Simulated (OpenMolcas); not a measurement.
## Pm V: CASPT2 settings compared

```json
{
 "Program": "OpenMolcas 26.06",
 "Basis": "ANO-R2 [8s6p4d4f1g]",
 "Scalar Hamiltonian": "X2C, finite nucleus",
 "Active space": "3 electrons in 7 orbitals (4f)",
 "State averaging": "2S+1 = 4 odd, 35 roots (21 in the spin-orbit step); 2S+1 = 2 odd, 112 roots (35 in the spin-orbit step)",
 "Spin-orbit coupling": "RASSI with atomic mean-field integrals over the reference wave functions, term energies averaged over their components"
}
```

Methods on the same reference wave functions:
A. CASSCF
B. SS-CASPT2, IPEA 0.35 Eh, no level shift (closed shells correlated: none)
C. SS-CASPT2, IPEA 0.1 Eh, no level shift (closed shells correlated: 4d 5s 5p)
D. SS-CASPT2, IPEA 0.75 Eh, imaginary shift 0.1 Eh (closed shells correlated: 5s 5p)

Energies in cm-1 above 4f3 4I* 9/2.

```
             Level      A      B      C      D
       4f3 4I* 9/2    0.0    0.0    0.0    0.0
      4f3 4I* 11/2   2547   2570   2620   2580
      4f3 4I* 13/2   5279   5310   5380   5320
      4f3 4I* 15/2   8111   8140   8180   8140
4f3 2H* 9/2 [71 %]  18171  16960  15030  16630
       4f3 4F* 3/2  18557  17860  15420  16710
       4f3 4F* 5/2  19562  18870  16420  17720
```

Among B to D the level of the table that moves most is 4f3 4F* 3/2, by 2400 cm-1 (lowest in C, highest in B). Moves below CASPT2's spread within the term are not significant.

From A to B the spin-free energies of the other terms of 4f3 shown, above 4I*, scale by factors of 0.92 to 0.95, as is usual when dynamic correlation screens the repulsion within a d or f shell.

The lowest spin-free term lies below A's lowest term by 0.011 hartree in B, 0.685 hartree in C, 0.251 hartree in D.

Term energies are means over components that CASPT2 splits; among the terms shown or strongly mixed into the levels shown the widest spread is 1100 cm-1 (4f3 4I*, C). High states are left out of the spin-orbit mixing, which shifts the levels that they would mix with. Without dynamic correlation excited terms often stand tens of per cent too high (terms of higher spin than the ground term too low), and those without a measured partner can miss by more than the paired ones (holds for A). Levels of configurations outside the active space are missing. Levels that lie high or do not pair safely by name in every column are left out.

A share in square brackets marks a mixed level and gives the weight of the term that names it, the lowest over the columns. * marks odd parity.
